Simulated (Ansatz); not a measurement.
Geometry optimisation, Ansatz 0.2.0, UKS PBE-D4/def2-SVP.

input.yaml

```yaml
crystal:
  periodic: [false, false, false]
  atoms:
    - { symbol: W, position_ang: [0.0, 0.0, 0.0] }
    - { symbol: Cl, position_ang: [0.0, 0.0, 2.64] }
    - { symbol: O, position_ang: [1.94, 0.0, 0.0] }
    - { symbol: H, position_ang: [2.2771, -0.9519, -0.0197] }
    - { symbol: H, position_ang: [0.0, 1.72, 0.0] }
    - { symbol: O, position_ang: [-1.94, 0.0, 0.0] }
    - { symbol: H, position_ang: [-2.2771, -0.1263, 0.9437] }
    - { symbol: H, position_ang: [0.0, -1.72, 0.0] }
    - { symbol: H, position_ang: [0.0, 0.0, -1.72] }
    - { symbol: F, position_ang: [0.0, 0.0, 4.44] }
magnetization:
  spin_polarized: true
  initial_magnetization: 1
basis:
  gaussian: { orbitals: def2-SVP }
hamiltonian:
  xc: pbe
  dispersion: d4
relax:
  f_tol: 0.15
  max_steps: 25
  restrain:
    - { distance: [1, 9], at: 1.5, k: 30.0 }
    - { distance: [0, 1], at: 3.59, k: 30.0 }
```

Run as:

```bash
$ ansatz run input.yaml --threads 4 --pin off --max-ram 5120MiB --backend cpu --events-out ev --progress --plain --runs-dir out
```

Where does it end, and by what steps?

The forces met the threshold. The restraints hold the end off the free minimum; the threshold counts their pulls, which the force column leaves out. Restrained pairs: Cl2–F10 (1.80 → 1.62 Å), W1–Cl2 (2.64 → 3.58 Å). After 17 steps the energy has fallen by 2.077 eV (the restraints' own energy left out); H8 moved furthest, 1.48 Å.

```
step  energy less start (eV)  largest force component (eV/Å)  accepted
   0                  0.0000                           1.690       yes
   1                 -0.2602                           2.961       yes
   2                 -0.1017                           6.184       yes
   3                 -1.1470                           2.638       yes
   4                 -1.4176                           1.885       yes
   5                 -1.5444                           1.346       yes
   6                 -1.5194                           1.848       yes
   7                 -1.5221                           2.050       yes
   8                 -1.6200                           1.891       yes
   9                 -1.6977                           1.654       yes
  10                 -1.6568                           2.778       yes
  11                 -1.7381                           2.983       yes
  12                 -1.8774                           2.829       yes
  13                 -1.9877                           3.067       yes
  14                 -2.0735                           3.052       yes
  15                 -2.0878                           3.381       yes
  16                 -2.0538                           4.158       yes
  17                 -2.0768                           4.080       yes
```

```xyz
10
Properties=species:S:1:pos:R:3
W -0.033 0.146 -0.445
Cl 0.069 -0.579 3.058
O 1.774 -0.199 -0.308
H 2.393 -0.642 0.302
H 0.083 1.835 -0.636
O -1.839 0.081 -0.050
H -2.390 -0.281 0.668
H -0.006 -0.777 1.144
H -0.181 -0.239 -2.120
F 0.132 -0.424 4.672
```

Time of the run: 73 s on 4 threads of Arm Neoverse V2, on a shared host, peak memory 0.33 GiB.
